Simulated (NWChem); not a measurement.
Species: CH2I cation

```xyz
4

C      0.0000     0.0000     1.6873
I      0.0000     0.0000    -0.2754
H      0.0000     0.9624     2.2361
H      0.0000    -0.9624     2.2361
```
Atoms are numbered in this order, from 1.

Geometry: optimised at PBE-D3(BJ)/def2-SVP. def2 effective core potentials on I; no spin-orbit coupling.

Symmetry labels are those of C2v in the frame above (b1 and b2, or b-type labels, depend on it).

**Question.** List the 6 lowest vertical singlet excitations and the 6 lowest triplet ones from PBE/def2-SVPD with def2 effective core potentials on I, TDA (NWChem).

**Answer.** 
| state | energy (eV) | oscillator strength | symmetry | leading excitation (squared amplitude) |
|---|---|---|---|---|
| S1 | 1.94 | 0.000 | a2 | HOMO → LUMO (1.00) |
| S2 | 5.76 | 0.189 | a1 | HOMO−1 → LUMO (0.82) |
| S3 | 5.84 | 0.003 | b1 | HOMO−2 → LUMO (0.99) |
| S4 | 5.88 | 0.001 | b2 | HOMO → LUMO+1 (0.99) |
| S5 | 6.84 | 0.000 | a2 | HOMO−3 → LUMO (1.00) |
| S6 | 7.45 | 0.005 | b1 | HOMO−1 → LUMO+1 (0.98) |
| T1 | 1.50 | spin-forbidden | a2 | HOMO → LUMO (1.00) |
| T2 | 2.37 | spin-forbidden | a1 | HOMO−1 → LUMO (1.00) |
| T3 | 4.94 | spin-forbidden | b1 | HOMO−2 → LUMO (0.97) |
| T4 | 5.05 | spin-forbidden | b2 | HOMO → LUMO+1 (1.00) |
| T5 | 6.03 | spin-forbidden | a2 | HOMO−3 → LUMO (1.00) |
| T6 | 6.61 | spin-forbidden | b1 | HOMO−1 → LUMO+1 (0.97) |
